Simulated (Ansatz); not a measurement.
def2 core potentials replace the inner electrons of Sb.

Z-matrix (Å, degrees):
```
C
C 1 1.5280
H 2 1.1003 1 111.34
H 2 1.1028 3 108.65 1 123.19
H 2 1.1059 3 108.26 4 115.57
C 1 1.5300 2 111.20 3 174.11
H 6 1.1025 1 111.35 2 -59.40
H 6 1.1033 7 107.95 1 123.42
H 6 1.1057 7 107.59 8 115.36
C 1 1.5303 2 110.91 3 -60.82
H 10 1.1010 1 111.13 2 57.67
H 10 1.1039 11 108.17 1 -123.31
H 10 1.1059 11 107.95 12 -115.52
Sb 1 2.2231 2 108.63 3 56.22
O 14 2.0031 1 96.74 2 45.80
H 15 0.9697 14 110.58 1 -45.89
O 14 2.0153 15 98.52 16 44.14
H 17 0.9675 14 111.18 15 91.07
```
Charge 0, spin multiplicity 1.

Give the HOMO, LUMO, total energy, HOMO–LUMO gap and dipole moment at the level CAM-B3LYP-D3(BJ)/def2-TZVP // B3LYP-D3(BJ)/def2-SVP in Ansatz (a program for electronic structure).


```yaml
HOMO: -8.02 eV
LUMO: 0.17 eV
total_energy: -14960.13 eV
HOMO–LUMO gap: 8.19 eV
dipole_moment: 1.48 D
```
